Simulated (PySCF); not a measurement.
**From computed data to an observable: chemical shift, span and skew from a shielding tensor**

CH₁₀O₂Si₃, SMILES OC[Si@H](O)[SiH2][SiH3]. Atoms are numbered in the order given.

```xyz
16

O      0.3797    -0.8330     1.7549
C     -0.7504    -1.5263     1.2419
Si    -0.9375    -1.0151    -0.5819
O      0.2386    -1.6851    -1.5722
Si    -0.5719     1.2957    -0.6315
Si     1.5044     1.7757     0.3674
H      0.4582    -0.9921     2.7042
H     -1.6879    -1.2502     1.7691
H     -0.6467    -2.6276     1.3376
H     -2.3033    -1.4592    -1.0135
H      0.2129    -2.6397    -1.7084
H     -1.6640     1.9643     0.1442
H     -0.6246     1.8120    -2.0333
H      2.0245     3.0776    -0.1585
H      1.3543     1.9103     1.8439
H      2.5040     0.7193     0.0466
```
Charge 0, spin multiplicity 1.

The structure is a stationary point at B3LYP-D3(BJ)/def2-SVP. The structure was generated by enumeration; whether it is a known compound was not checked. Other conformers were not sampled.

GIAO shieldings from PBE/pcSseg-1 (PySCF), non-relativistic, no solvent. The symmetric part of the tensor of Si6 has the principal values 428.8, 445.9, 452.9 ppm. The same nucleus in TMS has σ = 335.4 ppm at this level (PySCF, at its B3LYP-D3(BJ)/def2-TZVP geometry).

**Question.** Work out the isotropic shielding, the ²⁹Si shift against TMS, the span and the skew.

**Answer.** 
σ(iso) = (σ11 + σ22 + σ33)/3 = 442.5 ppm. δ = σ(ref) − σ(iso) = 335.4 − (442.5) = -107.1 ppm.
Span Ω = σ33 − σ11 = 24.1 ppm. Skew κ = 3(σ(iso) − σ22)/Ω = -0.42. Tumbling in solution averages the tensor to δ; in a static solid the shielding alone would spread this spin-1/2 line over Ω.
